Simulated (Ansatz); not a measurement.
Program: Ansatz. Geometries: PBE0-D4/def2-TZVP. ΔE: electronic, gas phase. CCSD(T)/CBS is the MP2 limit (def2-TZVPP, def2-QZVPP) plus CCSD(T) − MP2 in def2-TZVPP, frozen cores. This one scheme is used for every species. Functionals use def2-TZVPP. B3LYP here is the variant with VWN-RPA as its local correlation; programs differ in this. HSE06 is defined as in plane-wave codes. Triplets are unrestricted, without spin–orbit coupling. One conformer a species, not always the lowest.

Consider the formal loss of a carbene: `CC[SiH]1[AlH][SiH2]1` → `C[SiH]1[AlH][SiH2]1` + `[CH2]` (triplet).

```json
{"level": "LDA (SPW92)", "ΔE (eV)": "5.17", "difference from CCSD(T)/CBS": "0.75"}
{"level": "BLYP-D4", "ΔE (eV)": "4.33", "difference from CCSD(T)/CBS": "-0.09"}
{"level": "r2SCANh-D4", "ΔE (eV)": "4.15", "difference from CCSD(T)/CBS": "-0.27"}
{"level": "r2SCAN0-D4", "ΔE (eV)": "4.13", "difference from CCSD(T)/CBS": "-0.29"}
{"level": "HSE06-D4", "ΔE (eV)": "4.39", "difference from CCSD(T)/CBS": "-0.03"}
{"level": "PBE", "ΔE (eV)": "4.41", "difference from CCSD(T)/CBS": "-0.01"}
{"level": "BLYP", "ΔE (eV)": "4.18", "difference from CCSD(T)/CBS": "-0.24"}
{"level": "B3LYP", "ΔE (eV)": "4.22", "difference from CCSD(T)/CBS": "-0.20"}
{"level": "r2SCANh", "ΔE (eV)": "4.13", "difference from CCSD(T)/CBS": "-0.29"}
{"level": "CCSD(T)/def2-SVP", "ΔE (eV)": "4.27", "difference from CCSD(T)/CBS": "-0.15"}
{"level": "CCSD(T)/CBS", "ΔE (eV)": "4.42", "difference from CCSD(T)/CBS": "0"}
```

Largest T1 diagnostic among the species: 0.014.

Leaving LDA and LC-ωPBE aside and taking each functional with its dispersion term where it has one, the values, not all of them listed here, spread over 0.39 eV, from r2SCAN0-D4 to ωB97X-V. LDA lies +0.76 eV from PBE without D4. In def2-TZVPP, CCSD(T) changes the Hartree–Fock value by +1.43 eV (the triples alone add +0.12 eV) and MP2 by +1.57 eV.
